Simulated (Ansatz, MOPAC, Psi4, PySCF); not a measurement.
System: NaF, net charge 0, singlet state. SMILES: [Na][F]
Geometry: optimised at B3LYP-D3(BJ)/def2-TZVP (Ansatz, a first-principles code).

Wanted: vertical ionisation energy to the doublet, in eV. Set-up: six Cartesian d functions in 6-31G* and its kin unless marked 5d; each state is the SCF solution reached for its charge and spin; UHF or UKS for open shells; non-relativistic; 6-311+G** with 5d, 6d on Na to Ar in Ansatz; frozen cores in correlated levels; no spin-orbit coupling. Ab initio and DFT rows: single points at B3LYP-D3(BJ) geometries (Ansatz). Semi-empirical rows: differences of heats of formation at the shared geometry for vertical values.

```csv
level,program,vertical ionisation energy to the doublet (eV)
AM1,MOPAC,9.00
PM3,MOPAC,10.35
HF/6-31G*,Ansatz,7.66
HF/6-311+G**,Ansatz,8.16
B3LYP/STO-3G,Ansatz,3.04
B3LYP/3-21G,Ansatz,8.88
B3LYP/6-31G*,Ansatz,9.75
B3LYP/6-311+G**,Ansatz,10.44
wB97X-D/6-31G*,Psi4,9.62
MP2/6-31G*,Ansatz,9.48
B3LYP/def2-TZVPD,Ansatz,10.42
PBE0/def2-TZVPD,Ansatz,10.14
M06-2X/def2-TZVPD,PySCF,10.22
```

No value to compare with is used here. The 10 habitual levels span 3.04 (B3LYP/STO-3G) to 10.44 eV (B3LYP/6-311+G**); B3LYP/def2-TZVPD gives 10.42.

The levels are drawn from those run, B3LYP/6-31G* more often than the rest, none by its result; runs whose electronic state is in doubt are left out.
